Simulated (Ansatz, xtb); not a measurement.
**Two isomers of C5H7BOS**

Structure X: `Bc1ccc(OC)s1`, a singlet. Structure Y: `Bc1cc(OC)cs1`, a singlet. Both are isolated molecules in the gas phase, relaxed with r2SCAN-D4/def2-SVP; the shapes shown needn't be the lowest conformers.

X (Å):

```xyz
15

C    -0.9776   -0.5132   -0.6891
C    -0.8351   -0.2156    0.6723
C    -0.0827    0.9308    0.9639
C     0.3782    1.5491   -0.1976
C     1.5178    3.1790   -1.4577
B    -1.7083   -1.6526   -1.3539
O     1.1170    2.6562   -0.2002
S    -0.1234    0.7076   -1.6298
H    -1.7346   -1.7682   -2.5573
H    -2.2755   -2.4596   -0.6530
H    -1.2914   -0.8524    1.4347
H     0.1385    1.3240    1.9571
H     0.6371    3.4438   -2.0681
H     2.1333    2.4452   -2.0064
H     2.1093    4.0781   -1.2488
```

Y (Å):

```xyz
15

C    -0.6737    0.8612   -1.1732
C     0.4402    1.5831   -0.7491
C     1.3822    0.8071   -0.0301
C     3.3933    0.5237    1.1480
C     0.9856   -0.5242    0.0983
B    -1.8867    1.3305   -1.9612
O     2.5117    1.3713    0.4434
S    -0.5244   -0.8013   -0.6589
H    -1.9542    2.4887   -2.2994
H    -2.7723    0.5602   -2.2473
H     0.5776    2.6473   -0.9507
H     2.9091    0.0972    2.0456
H     3.7533   -0.3027    0.5082
H     4.2466    1.1407    1.4561
H     1.5131   -1.3352    0.5992
```

**Question.** Estimate which is lower in electronic energy at CCSD(T)/def2-SVP + ΔMP2/def2-TZVPP, and by roughly how much.

**Answer.** CCSD(T)/def2-SVP + ΔMP2/def2-TZVPP gives E(Y) − E(X) = +0.15 kcal/mol, slightly favouring structure X, which is too small a margin to settle the true order.

How the difference moves with the method:

```tsv
level	geometry	E(Y) − E(X) (kcal/mol)	departure from the last row (kcal/mol)	job, with rough time for the two
GFN2-xTB	GFN2-xTB	+2.25	+2.10	optimisation, 0.18 s
HF/STO-3G	GFN2-xTB	+1.85	+1.70	single point, 0.74 s
r2SCAN-D4/def2-SVP//GFN2-xTB	GFN2-xTB	+2.19	+2.04	single point, 9 s
r2SCAN-D4/def2-SVP	r2SCAN-D4/def2-SVP	+2.17	+2.02	optimisation, 60 s
HF/def2-SVP	r2SCAN-D4/def2-SVP	+0.79	+0.64	part of the CCSD(T) run
MP2/def2-SVP	r2SCAN-D4/def2-SVP	+0.33	+0.18	part of the CCSD(T) run
CCSD(T)/def2-SVP	r2SCAN-D4/def2-SVP	+0.67	+0.52	single point
CCSD(T)/def2-SVP + ΔMP2/def2-TZVPP	r2SCAN-D4/def2-SVP	+0.15		single point, 3.7 min
```

As drawn, both hold the same kinds of bond in the same numbers.

The largest departure from CCSD(T)/def2-SVP + ΔMP2/def2-TZVPP is that of GFN2-xTB, 2.10 kcal/mol. The last row adds to CCSD(T) the change of the MP2 difference between the two basis sets, here −0.52 kcal/mol.

With thermal terms from frequencies at re-optimised GFN2-xTB minima (ideal gas, soft modes damped towards free rotors, one conformer each, 298.15 K, 1 atm): on the last row, ΔE + ΔZPE = +0.10, ΔH = +0.09, ΔG = +0.14 kcal/mol.

The correlated steps freeze 12 core orbitals. Run with Ansatz 0.2.0, xtb 6.7.1; the last row on 2 threads of Arm Neoverse V1 on a shared host.
